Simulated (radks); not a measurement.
Results of a calculation; reference values are marked as such.
Problem. These are the eigenvalues of the occupied orbitals of an atom or ion with whole-number occupations (eV). Level of theory: Dirac Kohn-Sham, PBE, spin-unpolarised, spherical densities, finite nucleus; Fermi nuclear charge, rms radius of each element as measured or else 0.836 A^(1/3) + 0.57 fm (a radial shooting solver on a logarithmic mesh with Libxc functionals).

1s1/2: -48202.44
2s1/2: -10379.14
2p1/2: -10034.27
2p3/2: -9457.532
3s1/2: -4144.813
3p1/2: -4020.030
3p3/2: -3871.249

Which element is it, and in what charge state? The configuration may be excited. Open shells, if any, are shared by 2j + 1.

Solution. Z = 61, promethium, charge +47: Pm47+ in [Ne] 3s2 3p2. The list shows which subshells hold electrons but not how many an open one holds; the 1s level, -1771.4 hartree, gives Z - s = 59.5 by -(Z - s)^2/2, which with screening and relativity narrows Z to a few neighbours, and the depths of the outer levels then fix element, charge and occupations together.
